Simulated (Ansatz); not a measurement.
Reaction (SMILES): F[SiH2]F → 2 F atom + 2 H atom + Si atom
B3LYP-D3(BJ)/def2-TZVP geometries, fixed; electronic energies without zero-point terms.

Basis-set convergence of the atomisation energy at HF with Ansatz (a program for electronic structure). Cartesian d functions, on some or all atoms, in 6-31G**, 6-31+G*; all else is spherical. Open shells are unrestricted. No added dispersion term, no relativity. Functions are those of the species that has most. Reference: the value in aug-pcseg-3, 342.10 kcal/mol, itself unsure by roughly 0.85 kcal/mol (its mean distance from aug-cc-pV(Q+d)Z, cc-pV(5+d)Z, def2-QZVPPD). Deviations are taken from unrounded values.

```csv
basis,functions,atomisation energy (kcal/mol),minus reference (kcal/mol)
STO-3G,21,311.66,-30.44
6-31G,35,252.31,-89.79
6-31G**,59,330.33,-11.77
cc-pV(D+d)Z,61,316.85,-25.25
6-31+G*,65,326.58,-15.52
"6-311++G(2d,2p)",109,331.42,-10.68
cc-pV(T+d)Z,127,337.79,-4.31
def2-TZVPP,132,338.96,-3.14
def2-TZVPD,141,338.72,-3.38
aug-pcseg-2,188,341.44,-0.66
pcseg-3,250,342.03,-0.07
aug-cc-pV(Q+d)Z,341,341.33,-0.77
aug-pcseg-3,357,342.10,0.00
```
